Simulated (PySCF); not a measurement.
Problem. Give a PBE0-D3(BJ)/def2-SVP geometry of `CC(=O)[P@@]1(=O)C=CCC1`.

Solution. 
```xyz
18
C6H9O2P angstrom
C      2.861    0.293   -0.641
C      1.426    0.026   -0.962
O      0.962   -0.055   -2.072
P      0.288   -0.233    0.526
O      1.043   -0.625    1.759
C     -0.767    1.235    0.518
C     -1.913    0.993   -0.131
C     -2.124   -0.384   -0.698
C     -1.034   -1.312   -0.149
H      3.466    0.307   -1.556
H      2.941    1.261   -0.118
H      3.219   -0.464    0.074
H     -0.487    2.196    0.954
H     -2.678    1.762   -0.285
H     -3.139   -0.749   -0.470
H     -2.056   -0.325   -1.797
H     -0.628   -1.998   -0.904
H     -1.389   -1.911    0.704
```

Orientation and origin are arbitrary. Atoms count from 1 in this order. Of the pairs four or more bonds apart, O5···H12 is among the closest relative to their van der Waals radii: 2.76 Å, 101 % of the sum of Bondi's values. The C–C distances run from 1.339 Å (C6=C7, drawn double) to 1.534 Å (C8–C9, drawn single), a spread of 0.195 Å. The 3 C–P bonds span 1.808 Å (P4–C6, drawn single) to 1.891 Å (C2–P4, drawn single), a spread of 0.083 Å. The 5-membered ring P4–C6–C7–C8–C9 has internal angles of 93.2° to 118.0° (sum 537°, against 540° for a flat polygon); it is puckered, 0.08 Å rms from its mean plane, widest ring torsion 16°.

Bonds between heavy atoms (Å): C1–C2 1.495, C2=O3 1.206, C2–P4 1.891, P4=O5 1.497, P4–C6 1.808, C6=C7 1.339, C7–C8 1.503, C8–C9 1.534, P4–C9 1.835.

Method: PBE0-D3(BJ)/def2-SVP geometry optimisation, gas phase in PySCF 2.14.0.

Point group: C1 (no symmetry element, even within 0.4 Å). Not checked by PBE0-D3(BJ)/def2-SVP frequencies. One conformer, not necessarily the lowest (C1–C2–P4–O5 -21°, C2–P4–C6–C7 95°, C6–C7–C8–C9 11°, C7–C8–C9–P4 -16°, C2–P4–C9–C8 -90°).

Hardware: an Arm Neoverse V1 with one thread, shared host. Cost: 3.6 min, 0.72 GiB resident at most. These figures are those of the optimisation.
